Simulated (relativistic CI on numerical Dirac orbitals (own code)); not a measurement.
Level scheme of Tl9+

Computed by Dirac-Coulomb-Breit CI, KLI orbitals optimised for each configuration, QED by a radiative potential, unscaled Slater integrals (own radial code, finite nucleus).

Configuration list (outside the closed core [Kr] 4d10 4f14 5s2): 5p⁶5d⁴, 5p⁶5d³6s, 5p⁶5d³5f, 5p⁵5d⁵, 5p⁶5d³6p, 5p⁶5d³5g, 5p⁶5d²6s6p, 5p⁶5d²5f6s, 5p⁶5d³6d, 5p⁶5d³7p, 5p⁶5d³6f, 5p⁶5d²6s², 5p⁶5d5f6s², 5p⁶5d6s²6p, 5p⁶5d5g6s², 5p⁶5d6s²6d, 5p⁶5d²6p², 5p⁶5d6s6p², 5p⁶5d5f6p², 5p⁶5d6p³, 5p⁶5d5g6p², 5p⁶5d6p²6d. Double excitations out of closed p, d and f shells are left out; levels of such configurations are missing from the list, as are those of other unlisted configurations, and high levels can miss mixing partners.

The lowest level is 5p⁶5d⁴ ⁵D0, with 51 % of that term; Hund's rules for 5p⁶5d⁴ give ⁵D with J = 0, in agreement.

```csv
No.,Configuration,Term,J,E (cm⁻¹),%,Lifetime (s),jj configuration (%)
1,5p⁶5d⁴,⁵D,0,0.0,51,,5d3/2^4 (87)
2,5p⁶5d⁴,⁵D,1,13210.1,78,1.24e-02,5d3/2^3 5d5/2 (90)
3,5p⁶5d⁴,⁵D,2,22537.5,84,2.91e-02,5d3/2^2 5d5/2^2 (49)
4,5p⁶5d⁴,⁵D,3,28396.8,72,1.40e-01,5d3/2^3 5d5/2 (46)
5,5p⁶5d⁴,⁵D,4,29700.6,37,2.94e+01,5d3/2^3 5d5/2 (77)
6,5p⁶5d⁴,⁵D,0,41546.6,47,1.37e-03,5d3/2^2 5d5/2^2 (82)
7,5p⁶5d⁴,³H,4,43839.2,48,9.02e-03,5d3/2^2 5d5/2^2 (72)
8,5p⁶5d⁴,³G,3,49412.2,60,4.92e-03,5d3/2^2 5d5/2^2 (56)
9,5p⁶5d⁴,³F,2,50335.6,54,2.96e-03,5d3/2^2 5d5/2^2 (59)
10,5p⁶5d⁴,³H,5,53283.5,74,1.26e-02,5d3/2^2 5d5/2^2 (99)
11,5p⁶5d⁴,³P,1,54690.1,66,2.38e-03,5d3/2^2 5d5/2^2 (75)
12,5p⁶5d⁴,³H,6,57348.3,64,1.34e+00,5d3/2^2 5d5/2^2 (94)
13,5p⁶5d⁴,³G,4,62442.8,66,1.62e-02,5d3/2^2 5d5/2^2 (88)
14,5p⁶5d⁴,³D,2,63804.0,44,1.38e-02,5d3/2^2 5d5/2^2 (85)
15,5p⁶5d⁴,³D,3,65388.6,41,5.41e-03,5d3/2^2 5d5/2^2 (75)
16,5p⁶5d⁴,³F,4,69162.3,43,2.10e-03,5d3/2 5d5/2^3 (61)
17,5p⁶5d⁴,³F,3,75054.1,45,1.61e-03,5d3/2 5d5/2^3 (83)
18,5p⁶5d⁴,¹D,2,76257.3,35,1.73e-03,5d3/2^2 5d5/2^2 (53)
19,5p⁶5d⁴,³G,5,80121.4,74,3.85e-03,5d3/2 5d5/2^3 (99)
20,5p⁶5d⁴,³D,1,81852.4,79,1.19e-03,5d3/2 5d5/2^3 (82)
21,5p⁶5d⁴,¹I,6,82548.3,64,3.81e-03,5d3/2 5d5/2^3 (94)
22,5p⁶5d⁴,³F,4,88451.8,51,3.77e-03,5d3/2^2 5d5/2^2 (71)
23,5p⁶5d⁴,³P,2,90511.9,55,2.45e-03,5d3/2^2 5d5/2^2 (53)
24,5p⁶5d⁴,¹S,0,92253.6,65,1.52e-03,5d3/2 5d5/2^3 (81)
25,5p⁶5d⁴,¹F,3,95503.3,51,2.17e-03,5d3/2 5d5/2^3 (88)
26,5p⁶5d⁴,³P,2,97635.7,46,2.11e-03,5d3/2^2 5d5/2^2 (55)
27,5p⁶5d⁴,¹G,4,109741.9,45,9.00e-04,5d5/2^4 (68)
28,5p⁶5d⁴,³F,3,111136.2,73,2.58e-03,5d3/2 5d5/2^3 (98)
29,5p⁶5d⁴,³P,1,112000.7,96,1.44e-03,5d3/2 5d5/2^3 (94)
30,5p⁶5d⁴,¹D,2,112812.3,41,1.40e-03,5d5/2^4 (50)
```

Energies count from the lowest computed level; lifetimes are radiative, by E1, M1, E2, M2, E3 decay to levels of this space only. Filled j subshells are mostly left out of the jj labels.

The mean weight of the leading LS term, summed over parents, in these 30 levels is 58 %, and that of the leading jj configuration (from the same eigenvectors) 75 %, so jj coupling describes them better and the LS labels are nominal.

At this charge energies of transitions that change n are usually good to better than 1 %, and those within a shell (Δn = 0) to a few per cent. Terms inside the open d or f shell come out 10 to 20 % too wide with unscaled integrals. Levels and lines within the n = 5 or 6 shells can be off by up to 10 % or somewhat more, and those that change n by about 2 %, since core polarisation is missing.

LS names give the leading component of a level, which can be under half, so a name can repeat, a term be missing and a line seem to break the LS rules.
